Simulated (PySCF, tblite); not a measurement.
Isomers of C5H10O3SSi, one GFN2-xTB conformer each. Single-point energies are computed at PBE0/pcSseg-1 (PySCF, gas phase, no added dispersion term), electronic only.

| SMILES | GFN2-xTB relative energy (kcal/mol) |
| --- | --- |
| C#C[C@@](C)([SiH2]C)S(=O)(=O)O | 0.0 |
| C=C[C@@]1(S(=O)(=O)O)[SiH2][C@@H]1C | 3.0 |

Conformers: `[CH:1]#[C:2][C@@:3]([CH3:4])([SiH2:5][CH3:6])[S:7](=[O:8])(=[O:9])[OH:10]` with C2–C3–Si5–C6 -49°, C2–C3–S7–O8 -158°, C3–S7–O10–H 106°; `[CH2:1]=[CH:2][C@@:3]1([S:4](=[O:5])(=[O:6])[OH:7])[SiH2:8][C@@H:9]1[CH3:10]` with C1–C2–C3–S4 163°, C2–C3–S4–O5 37°, C3–S4–O7–H 118°.

Problem. What does PBE0/pcSseg-1 give for the same structures?

Solution. 
| SMILES | PBE0/pcSseg-1 E (Eh) | PBE0/pcSseg-1 (kcal/mol) | GFN2-xTB (kcal/mol) | point group |
| --- | --- | --- | --- | --- |
| C=C[C@@]1(S(=O)(=O)O)[SiH2][C@@H]1C | -1108.97061 | 0.0 | 3.0 | C1 |
| C#C[C@@](C)([SiH2]C)S(=O)(=O)O | -1108.96692 | 2.3 | 0.0 | C1 |

GFN2-xTB puts C#C[C@@](C)([SiH2]C)S(=O)(=O)O lowest instead. As drawn, the lower has a three-membered ring and a C=C bond outside aromatic rings, which the higher lacks; the higher has a C≡C bond, which the lower lacks. Neighbours under 2.5 kcal/mol apart (C=C[C@@]1(S(=O)(=O)O)[SiH2][C@@H]1C and C#C[C@@](C)([SiH2]C)S(=O)(=O)O) can change places with a better method, another conformer or zero-point energy.

Problem. Which frontier levels, dipoles and rotational constants go with these structures?

Solution. 
```tsv
SMILES	HOMO (eV, PBE0/pcSseg-1)	LUMO (eV)	dipole (D)	A, B, C (MHz)
C=C[C@@]1(S(=O)(=O)O)[SiH2][C@@H]1C	-7.05	-0.88	3.08	1247, 1012, 841.6
C#C[C@@](C)([SiH2]C)S(=O)(=O)O	-8.03	-0.14	3.69	1389, 907.9, 767.7
```

Problem. What happens when harmonic zero-point energies from GFN2-xTB frequencies are added?

Solution. 
```tsv
SMILES	ZPE (kcal/mol)	electronic (kcal/mol)	with ZPE (kcal/mol)
C=C[C@@]1(S(=O)(=O)O)[SiH2][C@@H]1C	88.8	0.0	0.0
C#C[C@@](C)([SiH2]C)S(=O)(=O)O	87.2	2.3	0.7
```

The zero-point energies span 1.6 kcal/mol. The order is unchanged.
